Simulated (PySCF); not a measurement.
System: C4H10O, net charge 0, singlet state. SMILES: COC(C)C
Structure (B3LYP-D3(BJ)/def2-TZVP (Ansatz) minimum search):
```xyz
15

C     -0.1469     1.5674     0.1858
C     -0.4585     0.0755     0.2483
C     -1.7711    -0.2620    -0.4354
O      0.5451    -0.7063    -0.3968
C      1.7693    -0.7879     0.2970
H      0.7860     1.8099     0.6955
H     -0.9432     2.1408     0.6641
H     -0.0656     1.8890    -0.8545
H     -0.5108    -0.2339     1.3034
H     -1.7280     0.0185    -1.4896
H     -1.9690    -1.3321    -0.3733
H     -2.5977     0.2754     0.0320
H      2.3021     0.1694     0.3228
H      2.3875    -1.5139    -0.2296
H      1.6207    -1.1310     1.3296
```
Charge 0, spin multiplicity 1.

Dispersion corrections to the total energy (kcal/mol) from the dftd3 and dftd4 libraries through PySCF: D3(BJ) without and D4 with the three-body term, each with the damping fitted for the functional named.

| functional | D3(BJ) | D4 |
|---|---|---|
| TPSS | (withheld) | -8.02 |
| CAM-B3LYP | -4.57 | -4.92 |
| TPSSh | -7.11 | -7.31 |
| BHLYP | -7.80 | -6.28 |
| B2GP-PLYP | -3.16 | (withheld) |
| HF | -47.80 | -22.59 |
| BLYP | -12.87 | (withheld) |

Q: What belongs in the gaps?

A: 
- TPSS, D3(BJ): -7.82
- B2GP-PLYP, D4: -2.47
- BLYP, D4: -13.27
